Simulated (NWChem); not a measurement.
System meant: AlH$_{2}$OF; SMILES [OH][AlH][F]

Here is an NWChem input.

```
start job
memory heap 200 mb stack 900 mb global 1100 mb
geometry units angstroms noautoz
  Al    -0.480331     0.047550     0.000000
  H     -2.027743    -0.187103     0.000000
  F      0.564273    -1.247578     0.000000
  O      0.130599     1.622811     0.000000
  H      1.049056     1.895383     0.000000
end
basis spherical
  * library def2-svp
end
dft
  odft
  mult 2
  xc pbe0
  iterations 150
  mulliken
end
task dft energy
```

End of the output:

```
                                 NWChem DFT Module
                                 -----------------

 Summary of "ao basis" -> "ao basis" (spherical)
 ------------------------------------------------------------------------------
       Tag                 Description            Shells   Functions and Types
 ---------------- ------------------------------  ------  ---------------------
 Al                         def2-svp                 8       18   4s3p1d
 H                          def2-svp                 3        5   2s1p
 F                          def2-svp                 6       14   3s2p1d
 O                          def2-svp                 6       14   3s2p1d

 Summary of "ao basis" -> "ao basis" (spherical)
 ------------------------------------------------------------------------------
       Tag                 Description            Shells   Functions and Types
 ---------------- ------------------------------  ------  ---------------------
 Al                         def2-svp                 8       18   4s3p1d
 H                          def2-svp                 3        5   2s1p
 F                          def2-svp                 6       14   3s2p1d
 O                          def2-svp                 6       14   3s2p1d

      Symmetry analysis of basis
      --------------------------

        a'         41
        a"         15

  number of electrons :                   32
  multiplicity        :                    2
 ------------------------------------------------------------------------
  no. of electrons and multiplicity not compatible                  32
 ------------------------------------------------------------------------
 ------------------------------------------------------------------------
  current input line :
    20: task dft energy
 ------------------------------------------------------------------------
 ------------------------------------------------------------------------
 There is an error in the input file
 ------------------------------------------------------------------------
 For more information see the NWChem manual at https://nwchemgit.github.io

0: no. of electrons and multiplicity not compatible:Received an Error in Communication
```

Task: Can this run be used? If not, why, and what is the fix?

Result: The input was rejected before any calculation. Cause: the multiplicity doesn't fit the number of electrons (an even count wants an odd multiplicity, and the reverse). This input runs:
```
start job
memory heap 200 mb stack 900 mb global 1100 mb
geometry units angstroms noautoz
  Al    -0.480331     0.047550     0.000000
  H     -2.027743    -0.187103     0.000000
  F      0.564273    -1.247578     0.000000
  O      0.130599     1.622811     0.000000
  H      1.049056     1.895383     0.000000
end
basis spherical
  Al library def2-svp
  H library def2-svp
  F library def2-svp
  O library def2-svp
end
dft
  xc pbe0
  iterations 150
  mulliken
end
task dft energy
```
It converges to -418.30948 Ha (PBE0/def2-SVP).
